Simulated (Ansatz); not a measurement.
The cluster K₄H₃⁺. The state is a singlet with charge 1. Geometry r2SCAN-D4/def2-SVP, basis def2-TZVP, Ansatz.

```tsv
atom	x (Å)	y (Å)	z (Å)
K1	-3.4609	1.1712	0.3401
K2	0.0651	0.2410	1.2848
K3	4.3812	-1.4061	0.0528
K4	0.3273	-0.5826	-2.4703
H5	-1.4196	0.2707	-1.0091
H6	2.1054	-0.7733	-0.5027
H7	-1.9983	1.0790	2.3045
```

| run | HOMO (eV) | LUMO (eV) |
| --- | --- | --- |
| A | -5.99 | -4.28 |
| B | -5.80 | -4.53 |
| C | -9.20 | -2.64 |
| D | -5.81 | -3.66 |
| E | -6.75 | -3.97 |

Another isomer (singlet) lies 0.50 eV lower at PBE0-D4/def2-TZVP; other spin states weren't run for this one.

Problem. The runs used B97M-V, HF, PBE, PBE0, r2SCAN. Estimate which is which.

Solution. A B97M-V (0 % exact exchange); B PBE (0 % exact exchange); C HF (100 % exact exchange); D r2SCAN (0 % exact exchange); E PBE0 (25 % exact exchange). Exact exchange lowers occupied and raises empty levels; among semilocal functionals meta-GGAs tend to open the gap a little, and such runs are hard to tell apart. The gap grows from 1.27 eV (PBE) to 6.56 eV (HF).
